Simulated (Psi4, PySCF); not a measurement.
Torsional profile of C₄H₁₂SSi, SMILES C[Si](C)(C)CS. Scanned: dihedral Si2–C5–S6–H18; all other coordinates were relaxed at GFN2-xTB. Points at φ and −φ are mirror images. Heavy atoms are numbered in the order of the SMILES C[Si](C)(C)CS, hydrogens after them in the order of the atoms that carry them; the mirror image has the same energies with the sign of each dihedral reversed.

- RHF/STO-3G = restricted Hartree-Fock/STO-3G // GFN2-xTB in PySCF 2.14.0
- PBE/def2-SVP // GFN2-xTB (Psi4)
- RKS-B3LYP/6-31G* = restricted B3LYP/6-31G*, spherical d, density fitting // GFN2-xTB in PySCF 2.14.0
- PBE-D3(BJ)/def2-SVP // GFN2-xTB (Psi4)

Energies relative to the lowest point of each profile, in mEh:

```csv
φ / °,RHF/STO-3G,PBE/def2-SVP,RKS-B3LYP/6-31G*
-150,1.3,1.5,0.8
-120,3.0,2.4,2.1
-90,2.1,1.1,1.3
-60,1.2,0.0,0.1
-30,2.3,0.9,0.7
0,3.2,1.7,1.3
30,2.3,0.9,0.7
60,1.2,0.0,0.1
90,2.1,1.1,1.3
120,3.0,2.4,2.1
150,1.3,1.5,0.8
180,0.0,0.8,0.0
```

Q: What does PBE-D3(BJ)/def2-SVP give at the same points?

A: -150: 1.7; -120: 2.6; -90: 1.2; -60: 0.0; -30: 0.9; 0: 1.7; 30: 0.9; 60: 0.0; 90: 1.2; 120: 2.6; 150: 1.7; 180: 1.0 (mEh).
